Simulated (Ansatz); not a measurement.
`C[NH][Ga]([SH])[Cl]` + HCl → `[SH][Ga]([Cl])[Cl]` + CH₃NH₂ at 600 K and 1 bar (ligand exchange at a Ga–N bond).

Program: Ansatz. Geometries: PBE0-D4/def2-TZVP. ΔE: electronic, gas phase. CCSD(T)/CBS adds triple-zeta CCSD(T) − MP2 to the extrapolated MP2 energy (def2 sets, frozen cores). This one scheme is used for every species. For Ga outer-core shells are correlated without core-valence functions, which leaves a few kJ/mol of doubt a bond. Scalar relativity is left out up to krypton. One conformer a species, not always the lowest.

```json
{"species": "`C[NH][Ga]([SH])[Cl]`", "CCSD(T)/CBS energy (Eh)": "-2877.36911", "H − E (kJ/mol)": "236.9", "S (J/(mol·K))": "488.3"}
{"species": "HCl", "CCSD(T)/CBS energy (Eh)": "-460.38127", "H − E (kJ/mol)": "35.4", "S (J/(mol·K))": "207.2"}
{"species": "`[SH][Ga]([Cl])[Cl]`", "CCSD(T)/CBS energy (Eh)": "-3242.02309", "H − E (kJ/mol)": "78.9", "S (J/(mol·K))": "413.9"}
{"species": "CH₃NH₂", "CCSD(T)/CBS energy (Eh)": "-95.75281", "H − E (kJ/mol)": "199.3", "S (J/(mol·K))": "283.8"}
```

H − E and S are ideal-gas, rigid-rotor, harmonic terms from PBE0-D4/def2-TZVP, for one conformer and one mirror image of each species. 1 Eh = 2625.50 kJ/mol, R = 8.31446 J/(mol·K).

Question: By hand: ΔE, ΔH, ΔS and ΔG.

Answer: ΔE = (-3242.02309) + (-95.75281) − (-2877.36911) − (-460.38127) = -0.02552 Eh = -67.0 kJ/mol. Δ(H − E) = 78.9 + 199.3 − 236.9 − 35.4 = 5.9, so ΔH = -61.1 kJ/mol. ΔS = 413.9 + 283.8 − 488.3 − 207.2 = 2.2 J/(mol·K). ΔG = -61.1 − 600 × (2.2)/1000 = -62.4 kJ/mol.

Question: By hand: the equilibrium constant, and the temperature at which ΔG would vanish if ΔH and ΔS stayed fixed.

Answer: log₁₀ K = −ΔG/(RT ln 10) = 5.4. ΔH and −TΔS have one sign here, so there is no such temperature.

The number of gas molecules stays the same, so ΔS is small and ΔH decides. A doubt of 5 kJ/mol in ΔE shifts log₁₀ K by 0.4 here. Other conformers and mirror images would add mixing entropy, several J/(mol·K) or more a flexible species. These are equilibria of isolated gas molecules and say nothing of rates. Largest T1 diagnostic: 0.012 (customary marks: 0.02 for closed shells, 0.045 for open ones).

ΔS is within the doubt of such terms, so its sign, and with it that verdict, could turn.
